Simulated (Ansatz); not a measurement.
Ansatz (a quantum-chemistry and plane-wave program) job for CH8ClNSi3, SMILES N[Si@@]1(Cl)C[SiH2][SiH2]1, PBE0-D3(BJ)/def2-SVP. 

Ansatz 0.2 input:
```yaml
crystal:
  periodic: [false, false, false]
  atoms:
    - {symbol: N, position_ang: [1.99815616, -0.85202689, 0.70134532]}
    - {symbol: Si, position_ang: [0.72812162, 0.03185741, -0.06604397]}
    - {symbol: Cl, position_ang: [1.44906316, 1.28193302, -1.54038282]}
    - {symbol: C, position_ang: [-0.50900398, -1.24883212, -0.80436633]}
    - {symbol: Si, position_ang: [-2.07899211, -0.98402754, 0.29192567]}
    - {symbol: Si, position_ang: [-0.93922355, 0.74398938, 1.39447424]}
    - {symbol: H, position_ang: [2.47788516, -1.57102690, 0.18123839]}
    - {symbol: H, position_ang: [2.65905529, -0.35711748, 1.27840637]}
    - {symbol: H, position_ang: [-0.13432741, -2.26947157, -0.75145142]}
    - {symbol: H, position_ang: [-0.71781636, -1.06647634, -1.85774083]}
    - {symbol: H, position_ang: [-2.41693726, -2.21037192, 1.02600401]}
    - {symbol: H, position_ang: [-3.25545232, -0.68377224, -0.53556960]}
    - {symbol: H, position_ang: [-0.66939910, 0.62302683, 2.83310269]}
    - {symbol: H, position_ang: [-1.44883467, 2.11405956, 1.24431562]}
basis:
  gaussian:
    orbitals: def2-SVP
hamiltonian:
  xc: pbe0
  dispersion: d3bj
relax: {f_tol: 0.002, max_steps: 200}
```

Program output:

```
WARN ansatz: RAYON_NUM_THREADS=2 ignored (pool sized by the plan → 2); use --threads N
Functional definition: PBE0
integrals: 0.12 GiB planned
1451 factors; integrals over basis functions are off by at most 4.7e-4 eV
mean field: 1.00 GiB planned
mean field evaluation 1: about -38775.9690 eV, gradient 6.3e1 eV
mean field evaluation 2: about -38766.4302 eV, gradient 8.5e1 eV
mean field evaluation 4: about -38784.5977 eV, gradient 4.1e0 eV
mean field evaluation 8: about -38784.6488 eV, gradient 5.9e-2 eV
mean field evaluation 16: about -38784.6489 eV, gradient 1.3e-5 eV
mean field -38784.64885575 eV, -1425.3095562696 hartree, gradient 1.3e-5 eV, S^2 0.000000; 0 other end points of the search recorded, 0 dependent functions left out
the calculation of the forces begins
reference -38784.64888788 eV, -1425.3095574502 hartree; 40, 40 occupied and 100, 100 virtual orbitals, 1451 factors
relax step   1: F+E_penalty+E_count = -38785.06878382 eV  Δ(F+E_penalty+E_count) = +0.000e0 eV  max|allowed force component| = 1.377e0 eV/Å  Δτ_max = 0.0000 Å  (27 SCF iters, accepted)
these checks for a lower state are left out or cut short: starts, cluster_reference, orbital_swaps, neighbouring_geometries, increment
integrals: 0.12 GiB planned
1451 factors; integrals over basis functions are off by at most 5.1e-4 eV
mean field: 0.99 GiB planned
mean field -38784.78818556 eV, -1425.3146765455 hartree, gradient 2.3e-5 eV, S^2 0.000000; 0 other end points of the search recorded, 0 dependent functions left out
the calculation of the forces begins
[...]
the calculation of the forces begins
reference -38784.84399353 eV, -1425.3167274506 hartree; 40, 40 occupied and 100, 100 virtual orbitals, 1451 factors
relax step  11: F+E_penalty+E_count = -38785.26687835 eV  Δ(F+E_penalty+E_count) = -7.178e-3 eV  max|allowed force component| = 2.661e-1 eV/Å  Δτ_max = 0.0391 Å  (25 SCF iters, accepted)
these checks for a lower state are left out or cut short: starts, cluster_reference, orbital_swaps, neighbouring_geometries, increment
integrals: 0.12 GiB planned
1451 factors; integrals over basis functions are off by at most 5.4e-4 eV
mean field: 0.99 GiB planned
mean field -38784.85547162 eV, -1425.3171492629 hartree, gradient 1.6e-5 eV, S^2 0.000000; 0 other end points of the search recorded, 0 dependent functions left out
the calculation of the forces begins
reference -38784.85550343 eV, -1425.3171504317 hartree; 40, 40 occupied and 100, 100 virtual orbitals, 1451 factors
relax step  12: F+E_penalty+E_count = -38785.28013305 eV  Δ(F+E_penalty+E_count) = -1.325e-2 eV  max|allowed force component| = 9.380e-2 eV/Å  Δτ_max = 0.1306 Å  (28 SCF iters, accepted)
these checks for a lower state are left out or cut short: starts, cluster_reference, orbital_swaps, neighbouring_geometries, increment
integrals: 0.12 GiB planned
1451 factors; integrals over basis functions are off by at most 5.3e-4 eV
mean field: 1.00 GiB planned
mean field -38784.86001009 eV, -1425.3173160485 hartree, gradient 1.1e-5 eV, S^2 0.000000; 0 other end points of the search recorded, 0 dependent functions left out
the calculation of the forces begins
reference -38784.86004194 eV, -1425.3173172191 hartree; 40, 40 occupied and 100, 100 virtual orbitals, 1451 factors
relax step  13: F+E_penalty+E_count = -38785.28593805 eV  Δ(F+E_penalty+E_count) = -5.805e-3 eV  max|allowed force component| = 1.672e-1 eV/Å  Δτ_max = 0.1953 Å  (28 SCF iters, accepted)
these checks for a lower state are left out or cut short: starts, cluster_reference, orbital_swaps, neighbouring_geometries, increment
integrals: 0.12 GiB planned
1451 factors; integrals over basis functions are off by at most 5.3e-4 eV
mean field: 1.00 GiB planned
mean field -38784.86237456 eV, -1425.3174029411 hartree, gradient 4.4e-5 eV, S^2 0.000000; 0 other end points of the search recorded, 0 dependent functions left out
the calculation of the forces begins
reference -38784.86240634 eV, -1425.3174041092 hartree; 40, 40 occupied and 100, 100 virtual orbitals, 1451 factors
relax step  14: F+E_penalty+E_count = -38785.28866737 eV  Δ(F+E_penalty+E_count) = -2.729e-3 eV  max|allowed force component| = 1.057e-1 eV/Å  Δτ_max = 0.0284 Å  (26 SCF iters, accepted)
these checks for a lower state are left out or cut short: starts, cluster_reference, orbital_swaps, neighbouring_geometries, increment
integrals: 0.12 GiB planned
1451 factors; integrals over basis functions are off by at most 5.2e-4 eV
mean field: 1.00 GiB planned
mean field -38784.86377890 eV, -1425.3174545499 hartree, gradient 4.6e-5 eV, S^2 0.000000; 0 other end points of the search recorded, 0 dependent functions left out
the calculation of the forces begins
reference -38784.86381063 eV, -1425.3174557158 hartree; 40, 40 occupied and 100, 100 virtual orbitals, 1451 factors
relax step  15: F+E_penalty+E_count = -38785.29090438 eV  Δ(F+E_penalty+E_count) = -2.237e-3 eV  max|allowed force component| = 5.194e-2 eV/Å  Δτ_max = 0.0560 Å  (25 SCF iters, accepted)
these checks for a lower state are left out or cut short: starts, cluster_reference, orbital_swaps, neighbouring_geometries, increment
integrals: 0.12 GiB planned
1451 factors; integrals over basis functions are off by at most 5.2e-4 eV
mean field: 1.00 GiB planned
mean field evaluation 96: about -38784.8642 eV, gradient 1.9e-5 eV
mean field -38784.86416565 eV, -1425.3174687623 hartree, gradient 4.2e-5 eV, S^2 0.000000; 0 other end points of the search recorded, 0 dependent functions left out
the calculation of the forces begins
reference -38784.86419743 eV, -1425.3174699303 hartree; 40, 40 occupied and 100, 100 virtual orbitals, 1451 factors
relax step  16: F+E_penalty+E_count = -38785.29187960 eV  Δ(F+E_penalty+E_count) = -9.752e-4 eV  max|allowed force component| = 2.861e-2 eV/Å  Δτ_max = 0.0573 Å  (25 SCF iters, accepted)
these checks for a lower state are left out or cut short: starts, cluster_reference, orbital_swaps, neighbouring_geometries, increment
integrals: 0.12 GiB planned
1451 factors; integrals over basis functions are off by at most 5.2e-4 eV
mean field: 1.00 GiB planned
mean field -38784.86427229 eV, -1425.3174726815 hartree, gradient 1.8e-5 eV, S^2 0.000000; 0 other end points of the search recorded, 0 dependent functions left out
the calculation of the forces begins
reference -38784.86430409 eV, -1425.3174738501 hartree; 40, 40 occupied and 100, 100 virtual orbitals, 1451 factors
relax step  17: F+E_penalty+E_count = -38785.29205994 eV  Δ(F+E_penalty+E_count) = -1.803e-4 eV  max|allowed force component| = 1.860e-2 eV/Å  Δτ_max = 0.0114 Å  (24 SCF iters, accepted)
these checks for a lower state are left out or cut short: starts, cluster_reference, orbital_swaps, neighbouring_geometries, increment
integrals: 0.12 GiB planned
1451 factors; integrals over basis functions are off by at most 5.2e-4 eV
mean field: 1.00 GiB planned
mean field -38784.86421775 eV, -1425.3174706770 hartree, gradient 8.7e-6 eV, S^2 0.000000; 0 other end points of the search recorded, 0 dependent functions left out
the calculation of the forces begins
reference -38784.86424954 eV, -1425.3174718452 hartree; 40, 40 occupied and 100, 100 virtual orbitals, 1451 factors
relax step  18: F+E_penalty+E_count = -38785.29204394 eV  Δ(F+E_penalty+E_count) = +1.600e-5 eV  max|allowed force component| = 2.660e-2 eV/Å  Δτ_max = 0.0053 Å  (24 SCF iters, rejected (line search))
these checks for a lower state are left out or cut short: starts, cluster_reference, orbital_swaps, neighbouring_geometries, increment
integrals: 0.12 GiB planned
1451 factors; integrals over basis functions are off by at most 5.2e-4 eV
mean field: 1.00 GiB planned
mean field -38784.86432214 eV, -1425.3174745132 hartree, gradient 9.9e-6 eV, S^2 0.000000; 0 other end points of the search recorded, 0 dependent functions left out
the calculation of the forces begins
reference -38784.86435393 eV, -1425.3174756816 hartree; 40, 40 occupied and 100, 100 virtual orbitals, 1451 factors
relax step  19: F+E_penalty+E_count = -38785.29214044 eV  Δ(F+E_penalty+E_count) = -8.050e-5 eV  max|allowed force component| = 7.822e-3 eV/Å  Δτ_max = 0.0026 Å  (24 SCF iters, accepted)
these checks for a lower state are left out or cut short: starts, cluster_reference, orbital_swaps, neighbouring_geometries, increment
integrals: 0.12 GiB planned
1451 factors; integrals over basis functions are off by at most 5.2e-4 eV
mean field: 1.00 GiB planned
mean field -38784.86430220 eV, -1425.3174737806 hartree, gradient 6.5e-5 eV, S^2 0.000000; 0 other end points of the search recorded, 0 dependent functions left out
the calculation of the forces begins
reference -38784.86433399 eV, -1425.3174749490 hartree; 40, 40 occupied and 100, 100 virtual orbitals, 1451 factors
relax step  20: F+E_penalty+E_count = -38785.29215482 eV  Δ(F+E_penalty+E_count) = -1.438e-5 eV  max|allowed force component| = 8.972e-3 eV/Å  Δτ_max = 0.0035 Å  (21 SCF iters, accepted)
these checks for a lower state are left out or cut short: starts, cluster_reference, orbital_swaps, neighbouring_geometries, increment
integrals: 0.12 GiB planned
1451 factors; integrals over basis functions are off by at most 5.2e-4 eV
mean field: 1.00 GiB planned
mean field -38784.86429777 eV, -1425.3174736179 hartree, gradient 5.3e-5 eV, S^2 0.000000; 0 other end points of the search recorded, 0 dependent functions left out
the calculation of the forces begins
reference -38784.86432957 eV, -1425.3174747864 hartree; 40, 40 occupied and 100, 100 virtual orbitals, 1451 factors
relax step  21: F+E_penalty+E_count = -38785.29216264 eV  Δ(F+E_penalty+E_count) = -7.819e-6 eV  max|allowed force component| = 4.265e-3 eV/Å  Δτ_max = 0.0031 Å  (21 SCF iters, accepted)
these checks for a lower state are left out or cut short: starts, cluster_reference, orbital_swaps, neighbouring_geometries, increment
integrals: 0.12 GiB planned
1451 factors; integrals over basis functions are off by at most 5.2e-4 eV
mean field: 1.00 GiB planned
mean field -38784.86430855 eV, -1425.3174740138 hartree, gradient 1.3e-5 eV, S^2 0.000000; 0 other end points of the search recorded, 0 dependent functions left out
the calculation of the forces begins
reference -38784.86434034 eV, -1425.3174751823 hartree; 40, 40 occupied and 100, 100 virtual orbitals, 1451 factors
relax step  22: F+E_penalty+E_count = -38785.29216550 eV  Δ(F+E_penalty+E_count) = -2.855e-6 eV  max|allowed force component| = 1.437e-3 eV/Å  Δτ_max = 0.0010 Å  (20 SCF iters, accepted)
integrals: 0.12 GiB planned
1451 factors; integrals over basis functions are off by at most 5.2e-4 eV
mean field: 1.00 GiB planned
mean field evaluation 128: about -38784.8537 eV, gradient 6.0e-2 eV
mean field -38784.86430855 eV, -1425.3174740138 hartree, gradient 1.3e-5 eV, S^2 0.000000; 1 other end points of the search recorded, 0 dependent functions left out
the calculation of the forces begins
reference -38784.86434034 eV, -1425.3174751823 hartree; 40, 40 occupied and 100, 100 virtual orbitals, 1451 factors
Total energy: -38785.29219729 eV, -1425.3331986352 hartree
Atom 0 at     1.718366    -1.039461     0.825383 Å, force     0.000322     0.001437     0.000822 eV/Å
Atom 1 at     0.723468    -0.002344    -0.124015 Å, force    -0.000267    -0.000903     0.000285 eV/Å
Atom 2 at     1.784629     1.250719    -1.423597 Å, force     0.000209     0.000637    -0.000492 eV/Å
Atom 3 at    -0.544414    -1.069400    -1.021255 Å, force    -0.000480     0.000305     0.000346 eV/Å
Atom 4 at    -1.821675    -1.129938     0.401762 Å, force     0.000521     0.000026    -0.000156 eV/Å
Atom 5 at    -0.926141     0.870579     1.291300 Å, force     0.000749    -0.000222     0.000514 eV/Å
Atom 6 at     2.199996    -1.815760     0.381433 Å, force    -0.000206    -0.000185    -0.000381 eV/Å
Atom 7 at     2.285419    -0.643524     1.567585 Å, force    -0.000175    -0.000621    -0.000170 eV/Å
Atom 8 at    -0.190521    -2.036872    -1.409842 Å, force     0.000229    -0.000789    -0.000201 eV/Å
Atom 9 at    -0.977437    -0.497230    -1.859456 Å, force    -0.000123     0.000307    -0.000923 eV/Å
Atom 10 at    -1.596131    -2.303467     1.297907 Å, force     0.000038    -0.000479     0.000588 eV/Å
Atom 11 at    -3.243693    -1.128557    -0.061726 Å, force    -0.000571     0.000113    -0.000373 eV/Å
Atom 12 at    -0.653878     1.003497     2.753763 Å, force    -0.000325     0.000227     0.000369 eV/Å
Atom 13 at    -1.615694     2.093502     0.776016 Å, force     0.000078     0.000149    -0.000228 eV/Å
Dipole moment:     0.127861    -0.315758     0.157513 e Å
```

The run converged.
